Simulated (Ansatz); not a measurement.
Geometry optimisation, RKS PBE0/6-31G* in Ansatz.

Input file:

```yaml
crystal:
  periodic: [false, false, false]
  atoms:
    - { symbol: Al, position_ang: [0.098765, 0.298439, -0.976479] }
    - { symbol: Cl, position_ang: [1.827877, -0.140451, 1.959966] }
    - { symbol: H, position_ang: [2.157525, 0.516727, 0.849046] }
    - { symbol: O, position_ang: [-1.408196, -0.513718, -0.921515] }
    - { symbol: Si, position_ang: [-2.831812, -1.334279, -0.811493] }
    - { symbol: H, position_ang: [-2.671294, -2.553524, 0.03058] }
    - { symbol: H, position_ang: [-3.886842, -0.476476, -0.203171] }
    - { symbol: H, position_ang: [-3.292323, -1.757019, -2.164636] }
basis:
  gaussian: { orbitals: "6-31G*" }
hamiltonian:
  xc: pbe0
relax:
  f_tol: 0.03
  max_steps: 50
```

Launched with:

```bash
$ ansatz run input.yaml --threads 1 --pin off --max-ram 2048MiB --backend cpu --events-out ev --progress --plain --runs-dir out
```

Task: Where does it end, and by what steps?

Result: The run converged. The force dipped under the threshold on the way, but the program's further checks kept it going. After 26 steps the energy has fallen by 0.135 eV; Cl2 moved furthest, 1.85 Å.

```csv
step,energy less start (eV),largest force component (eV/Å),accepted
0,0.0000,0.959,yes
1,-0.0455,0.750,yes
2,-0.0682,0.087,yes
3,-0.0731,0.188,yes
4,-0.0752,0.184,yes
5,-0.0605,0.919,no
6,-0.0795,0.064,yes
7,-0.0839,0.306,yes
8,-0.0827,0.725,no
9,-0.0916,0.119,yes
10,-0.0970,0.089,yes
11,-0.1014,0.260,yes
12,-0.1106,0.036,yes
13,-0.1146,0.258,yes
14,-0.1171,0.321,yes
15,-0.1211,0.128,yes
16,-0.1260,0.021,yes
17,-0.1291,0.124,yes
18,-0.1306,0.108,yes
19,-0.1271,0.488,no
20,-0.1320,0.124,yes
21,-0.1332,0.092,yes
22,-0.1336,0.081,yes
23,-0.1336,0.152,no
24,-0.1341,0.075,yes
25,-0.1344,0.054,yes
26,-0.1346,0.029,yes
```

```xyz
8
Properties=species:S:1:pos:R:3
Al -0.135 -0.343 0.127
Cl 3.367 0.824 1.616
H 2.221 0.445 1.132
O -1.644 -0.860 -0.481
Si -3.111 -1.384 -1.030
H -3.425 -2.725 -0.461
H -4.182 -0.431 -0.626
H -3.098 -1.486 -2.516
```

Whether the end is a true minimum wasn't checked by a vibrational analysis.

Time of the run: 92 s on 1 thread of Arm Neoverse V2 (shared host), peak memory 0.18 GiB.
